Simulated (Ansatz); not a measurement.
`C[CH2][Ge][CH2]C` → `C[CH2][GeH]` + ethylene at 298.15 K and 1 bar (β-hydride elimination).

Gas-phase electronic energies from Ansatz, PBE0-D4/def2-TZVP geometries. CBS: MP2 limit from def2 TZ/QZ plus the TZ coupled-cluster correction, frozen cores. This one scheme is used for every species. For Ge outer-core shells are correlated without core-valence functions, which leaves a few kJ/mol of doubt a bond. Scalar relativity is left out up to krypton. One conformer a species, not always the lowest.

```tsv
species	CCSD(T)/CBS energy (Eh)	H − E (kJ/mol)	S (J/(mol·K))
`C[CH2][Ge][CH2]C`	-2234.31111	362.4	378.0
`C[CH2][GeH]`	-2155.77935	200.4	305.8
`C=C`	-78.48111	144.6	218.9
```

H − E and S are ideal-gas, rigid-rotor, harmonic terms from PBE0-D4/def2-TZVP, for one conformer and one mirror image of each species. 1 Eh = 2625.50 kJ/mol, R = 8.31446 J/(mol·K).

Question: By hand: ΔE, ΔH, ΔS and ΔG.

Answer: ΔE = (-2155.77935) + (-78.48111) − (-2234.31111) = 0.05065 Eh = 133.0 kJ/mol. Δ(H − E) = 200.4 + 144.6 − 362.4 = -17.4, so ΔH = 115.6 kJ/mol. ΔS = 305.8 + 218.9 − 378.0 = 146.7 J/(mol·K). ΔG = 115.6 − 298.15 × (146.7)/1000 = 71.9 kJ/mol.

Question: By hand: the equilibrium constant, and the temperature at which ΔG would vanish if ΔH and ΔS stayed fixed.

Answer: log₁₀ K = −ΔG/(RT ln 10) = -12.6. ΔG = 0 at ΔH/ΔS = 788 K.

The number of gas molecules changes by +1, which sets the sign of ΔS. A doubt of 5 kJ/mol in ΔE shifts log₁₀ K by 0.9 here. Other conformers and mirror images would add mixing entropy, several J/(mol·K) or more a flexible species. Modes under 60 cm⁻¹, often nearly free rotors, make the harmonic entropy too high. These are equilibria of isolated gas molecules and say nothing of rates. Largest T1 diagnostic: 0.011 (customary marks: 0.02 for closed shells, 0.045 for open ones).
